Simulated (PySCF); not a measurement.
A geometry optimisation, step by step.

Species: C7H10F2O.
SMILES with atom numbers: `[F:1][CH2:2][C@@H:3]1[CH2:4][C@H:5]2[CH2:6][CH2:7][C@:8]1([F:9])[O:10]2` (hydrogens: H11, H12 on C2; H13 on C3; H14, H15 on C4; H16 on C5; H17, H18 on C6; H19, H20 on C7)

Computed by this run: PBE0-D3(BJ)/def2-SVP geometry optimisation, gas phase in PySCF; density fitting, grid level 1; the optimiser is geomeTRIC in internal coordinates, started from a GFN2-xTB structure with every atom displaced at random (about 0.01 Å). The frame can shift and turn from step to step; on so coarse a grid that alone can change the energy by a few meV, and forces under 0.02 eV/Å are noise.

Step 0: E = -14876.0247 eV, largest atomic force 2.256 eV/Å
```
atom  x, y, z in Å  |  force x, y, z in eV/Å
F1     -3.222   -0.175   -0.557   -0.801   0.149  -0.868
C2     -2.301   -0.236    0.428    0.437   0.124   0.272
C3     -0.995    0.350   -0.065    1.061  -0.346   0.674
C4     -0.313   -0.471   -1.199   -1.931  -0.976   0.640
C5      0.937   -0.995   -0.528    0.174   1.363   0.898
C6      1.956    0.172   -0.452   -0.150  -0.355   0.188
C7      1.358    1.022    0.671   -0.826  -0.496  -0.397
C8      0.132    0.176    1.021   -1.160   0.391   0.715
F9     -0.331    0.366    2.311    0.473  -0.226  -1.109
O10     0.547   -1.154    0.848    0.054   0.435  -0.482
H11    -2.191   -1.293    0.695    0.287  -0.192   0.280
H12    -2.675    0.324    1.297    0.050   0.011   0.123
H13    -1.148    1.411   -0.329    0.041  -0.134   0.044
H14    -0.151    0.122   -2.075    0.341   0.449  -0.880
H15    -1.000   -1.311   -1.477    0.432   0.456  -0.003
H16     1.325   -1.913   -0.899    0.419  -1.070  -0.442
H17     2.042    0.707   -1.399    0.084   0.083  -0.257
H18     2.933   -0.204   -0.167    0.474  -0.153   0.018
H19     1.071    2.020    0.359   -0.101   0.472  -0.104
H20     1.974    1.097    1.547    0.641   0.015   0.691
```

Step 1: E = -14876.0570 eV, largest atomic force 0.893 eV/Å
```
atom  x, y, z in Å  |  force x, y, z in eV/Å
F1     -3.006   -0.655   -1.142    0.263   0.080   0.190
C2     -2.192   -0.830   -0.041   -0.154   0.040  -0.071
C3     -1.050    0.164   -0.028   -0.034   0.051  -0.374
C4     -0.189    0.098   -1.315    0.396   0.361  -0.393
C5      1.168   -0.381   -0.764   -0.087  -0.642   0.018
C6      1.900    0.727    0.001    0.079   0.100  -0.299
C7      1.002    0.862    1.260    0.272   0.352   0.006
C8      0.012   -0.274    1.001   -0.062  -0.833  -0.174
F9     -0.490   -0.952    2.054   -0.166   0.719   0.503
O10     0.762   -1.226    0.293   -0.023  -0.010   0.092
H11    -1.789   -1.851   -0.059    0.034  -0.112  -0.058
H12    -2.798   -0.710    0.867   -0.129  -0.033   0.058
H13    -1.441    1.176    0.172    0.092  -0.088  -0.009
H14    -0.097    1.029   -1.909   -0.143  -0.005   0.412
H15    -0.572   -0.639   -2.026   -0.224  -0.235   0.023
H16     1.751   -1.025   -1.443    0.111   0.530  -0.126
H17     1.990    1.643   -0.606   -0.013   0.030   0.211
H18     2.914    0.389    0.261   -0.029   0.021   0.025
H19     0.524    1.853    1.304   -0.096  -0.173   0.095
H20     1.558    0.717    2.200   -0.086  -0.152  -0.131
```

Step 2: E = -14876.1841 eV, largest atomic force 0.306 eV/Å
```
atom  x, y, z in Å  |  force x, y, z in eV/Å
F1     -2.974   -0.612   -1.164   -0.013   0.004   0.006
C2     -2.197   -0.834   -0.051   -0.011   0.042  -0.023
C3     -1.040    0.143   -0.030    0.001  -0.092   0.054
C4     -0.184    0.081   -1.313    0.105  -0.031  -0.211
C5      1.172   -0.403   -0.762   -0.164  -0.173   0.192
C6      1.898    0.724   -0.013   -0.025   0.028  -0.014
C7      1.011    0.851    1.247    0.112   0.229  -0.060
C8      0.016   -0.287    1.011    0.061  -0.073  -0.152
F9     -0.495   -0.847    2.130    0.034   0.180  -0.149
O10     0.771   -1.248    0.313   -0.038  -0.075   0.043
H11    -1.814   -1.866   -0.089    0.015  -0.016  -0.005
H12    -2.827   -0.723    0.846    0.009  -0.007  -0.003
H13    -1.411    1.159    0.166   -0.040  -0.012   0.043
H14    -0.116    1.036   -1.857    0.003  -0.002   0.121
H15    -0.595   -0.652   -2.023   -0.011   0.010   0.065
H16     1.782   -0.986   -1.463    0.005   0.110  -0.014
H17     1.969    1.654   -0.597   -0.003  -0.013   0.005
H18     2.917    0.402    0.242    0.005   0.015   0.016
H19     0.511    1.828    1.304   -0.037  -0.021   0.104
H20     1.564    0.694    2.183   -0.008  -0.103  -0.019
```

Step 3: E = -14876.1963 eV, largest atomic force 0.107 eV/Å
```
atom  x, y, z in Å  |  force x, y, z in eV/Å
F1     -2.977   -0.608   -1.163   -0.009   0.004  -0.010
C2     -2.197   -0.838   -0.056    0.017  -0.012   0.017
C3     -1.040    0.138   -0.034    0.025  -0.002   0.036
C4     -0.182    0.077   -1.314    0.001  -0.034  -0.072
C5      1.167   -0.411   -0.755    0.005  -0.050   0.002
C6      1.896    0.725   -0.017   -0.004  -0.005   0.028
C7      1.018    0.857    1.244   -0.006   0.046  -0.083
C8      0.019   -0.280    1.004   -0.057   0.032   0.036
F9     -0.498   -0.807    2.130   -0.046  -0.034   0.066
O10     0.766   -1.256    0.320    0.037   0.099  -0.018
H11    -1.812   -1.870   -0.102   -0.007   0.007  -0.005
H12    -2.824   -0.733    0.844    0.016  -0.006   0.000
H13    -1.414    1.153    0.167   -0.037   0.000   0.006
H14    -0.113    1.039   -1.839    0.036   0.013   0.007
H15    -0.599   -0.654   -2.023    0.006   0.021   0.001
H16     1.785   -0.978   -1.461    0.010  -0.010  -0.015
H17     1.966    1.652   -0.603   -0.009  -0.023  -0.045
H18     2.916    0.404    0.238    0.010   0.022   0.001
H19     0.513    1.829    1.322    0.005   0.001   0.051
H20     1.569    0.676    2.176    0.005  -0.067  -0.003
```

Step 4: E = -14876.1994 eV, largest atomic force 0.060 eV/Å
```
atom  x, y, z in Å  |  force x, y, z in eV/Å
F1     -2.979   -0.609   -1.162   -0.006   0.002  -0.004
C2     -2.195   -0.840   -0.057    0.013  -0.021   0.005
C3     -1.041    0.139   -0.034    0.032   0.026  -0.006
C4     -0.179    0.077   -1.316   -0.040  -0.018   0.021
C5      1.166   -0.414   -0.753    0.008   0.001   0.023
C6      1.894    0.726   -0.021    0.012   0.001   0.038
C7      1.019    0.859    1.243   -0.040   0.008  -0.043
C8      0.015   -0.275    1.006   -0.015   0.052   0.005
F9     -0.506   -0.795    2.135   -0.011  -0.032   0.020
O10     0.763   -1.251    0.326    0.027  -0.009  -0.015
H11    -1.808   -1.872   -0.107   -0.006   0.005  -0.006
H12    -2.819   -0.739    0.845    0.006  -0.004   0.004
H13    -1.421    1.152    0.167   -0.020  -0.002  -0.018
H14    -0.104    1.041   -1.836    0.020   0.011  -0.008
H15    -0.597   -0.651   -2.026   -0.008   0.014  -0.017
H16     1.785   -0.980   -1.458   -0.003  -0.035   0.006
H17     1.962    1.648   -0.614   -0.017  -0.005  -0.021
H18     2.915    0.408    0.234    0.008   0.026  -0.001
H19     0.518    1.831    1.337    0.027   0.013   0.024
H20     1.572    0.661    2.171    0.013  -0.033  -0.006
```

Step 5: E = -14876.2016 eV, largest atomic force 0.060 eV/Å
```
atom  x, y, z in Å  |  force x, y, z in eV/Å
F1     -2.981   -0.611   -1.161   -0.001   0.003   0.001
C2     -2.192   -0.843   -0.059   -0.003  -0.013   0.002
C3     -1.043    0.142   -0.036    0.023   0.017  -0.013
C4     -0.179    0.077   -1.317   -0.027  -0.007   0.050
C5      1.163   -0.417   -0.749    0.032   0.018  -0.015
C6      1.891    0.728   -0.023    0.024  -0.014   0.008
C7      1.022    0.860    1.243   -0.053  -0.026   0.013
C8      0.010   -0.268    1.008    0.004   0.032   0.015
F9     -0.513   -0.785    2.138    0.008  -0.001  -0.019
O10     0.760   -1.248    0.333   -0.008  -0.027  -0.003
H11    -1.801   -1.872   -0.114    0.002   0.002  -0.005
H12    -2.813   -0.748    0.846   -0.001  -0.002   0.004
H13    -1.430    1.153    0.162   -0.001  -0.004  -0.019
H14    -0.093    1.043   -1.834    0.001   0.000  -0.007
H15    -0.600   -0.646   -2.029   -0.004   0.010  -0.019
H16     1.783   -0.989   -1.451   -0.007  -0.023   0.016
H17     1.953    1.645   -0.625   -0.024   0.004   0.004
H18     2.914    0.418    0.230    0.006   0.022  -0.010
H19     0.530    1.836    1.356    0.024   0.011   0.002
H20     1.579    0.642    2.164    0.006  -0.001  -0.005
```

Step 6: E = -14876.2026 eV, largest atomic force 0.042 eV/Å
```
atom  x, y, z in Å  |  force x, y, z in eV/Å
F1     -2.983   -0.611   -1.160    0.002   0.001   0.003
C2     -2.191   -0.844   -0.060   -0.008   0.000  -0.001
C3     -1.044    0.144   -0.038    0.004   0.001  -0.013
C4     -0.178    0.077   -1.317   -0.005   0.001   0.025
C5      1.163   -0.421   -0.746    0.011   0.022  -0.017
C6      1.888    0.729   -0.025    0.025  -0.019  -0.004
C7      1.023    0.860    1.245   -0.024  -0.026   0.022
C8      0.007   -0.264    1.009    0.010   0.009   0.006
F9     -0.519   -0.779    2.138    0.007   0.008  -0.016
O10     0.756   -1.247    0.337   -0.011  -0.022   0.011
H11    -1.797   -1.872   -0.119    0.003   0.000  -0.004
H12    -2.809   -0.753    0.847   -0.001  -0.001   0.001
H13    -1.434    1.154    0.155    0.005   0.001  -0.010
H14    -0.086    1.042   -1.832   -0.009  -0.002  -0.004
H15    -0.600   -0.643   -2.032   -0.001   0.003  -0.009
H16     1.781   -0.997   -1.445   -0.003  -0.008   0.015
H17     1.941    1.645   -0.630   -0.020   0.006   0.010
H18     2.915    0.428    0.225    0.005   0.015  -0.008
H19     0.540    1.838    1.368    0.011   0.005  -0.006
H20     1.584    0.629    2.161    0.000   0.007  -0.002
```

Step 7: E = -14876.2032 eV, largest atomic force under 0.02 eV/Å
```
atom  x, y, z in Å  |  force x, y, z in eV/Å
F1     -2.985   -0.609   -1.158    0.003   0.001   0.001
C2     -2.190   -0.843   -0.061   -0.005   0.007  -0.002
C3     -1.043    0.145   -0.040   -0.007  -0.008  -0.003
C4     -0.177    0.075   -1.317    0.012   0.003   0.002
C5      1.164   -0.423   -0.744   -0.003   0.012  -0.011
C6      1.887    0.730   -0.025    0.011  -0.013  -0.002
C7      1.024    0.857    1.247    0.001  -0.005   0.014
C8      0.006   -0.262    1.009    0.007  -0.005  -0.002
F9     -0.523   -0.776    2.139   -0.001   0.005  -0.004
O10     0.754   -1.248    0.340   -0.010  -0.004   0.004
H11    -1.796   -1.871   -0.123    0.001  -0.002  -0.002
H12    -2.806   -0.755    0.848    0.000  -0.001   0.001
H13    -1.435    1.155    0.150    0.006   0.002   0.000
H14    -0.083    1.041   -1.833   -0.007  -0.002  -0.001
H15    -0.600   -0.642   -2.035    0.002  -0.004   0.001
H16     1.782   -1.003   -1.440    0.002   0.000   0.006
H17     1.928    1.646   -0.631   -0.010   0.004   0.006
H18     2.918    0.439    0.220    0.002   0.006  -0.005
H19     0.546    1.838    1.374    0.000   0.001  -0.004
H20     1.587    0.623    2.160   -0.003   0.003   0.000
```

Step 8: E = -14876.2034 eV, largest atomic force under 0.02 eV/Å
```
atom  x, y, z in Å  |  force x, y, z in eV/Å
F1     -2.986   -0.605   -1.157    0.001   0.000  -0.002
C2     -2.191   -0.842   -0.061   -0.002   0.007  -0.002
C3     -1.042    0.144   -0.041   -0.008  -0.007   0.000
C4     -0.176    0.073   -1.318    0.011   0.005  -0.007
C5      1.164   -0.424   -0.744   -0.009   0.002  -0.002
C6      1.886    0.731   -0.025    0.001  -0.004   0.003
C7      1.024    0.856    1.248    0.007   0.004   0.003
C8      0.007   -0.263    1.009    0.002  -0.007  -0.005
F9     -0.524   -0.776    2.138   -0.003  -0.001   0.001
O10     0.755   -1.249    0.340   -0.002   0.005   0.004
H11    -1.798   -1.870   -0.125    0.000  -0.001   0.000
H12    -2.806   -0.753    0.848    0.001  -0.001   0.000
H13    -1.432    1.156    0.148    0.004   0.002   0.002
H14    -0.082    1.038   -1.834   -0.004  -0.001  -0.001
H15    -0.598   -0.645   -2.035    0.002  -0.005   0.006
H16     1.783   -1.004   -1.439    0.003   0.002   0.001
H17     1.921    1.648   -0.630   -0.003   0.001   0.000
H18     2.919    0.445    0.217    0.001   0.002  -0.002
H19     0.547    1.837    1.376   -0.002  -0.001   0.000
H20     1.588    0.621    2.161   -0.002  -0.002   0.000
```

**Question.** Summarise the path.

**Answer.** The energy falls by 17.24 kJ/mol from step 0 to step 8; nine tenths of that is first reached at step 3. It falls at every step. The largest force goes from 2.256 to under 0.02 eV/Å. Among the bonds C8–F9 changes most (a near tie, within 0.001 Å, with another), from 1.384 to 1.348 Å; the atoms move by 0.058 Å rms after alignment.

What follows is the cost of the whole optimisation. The run took 2.9 min wall on one thread of an Arm Neoverse V1 (shared host), and the process peaked at 0.89 GiB of memory.
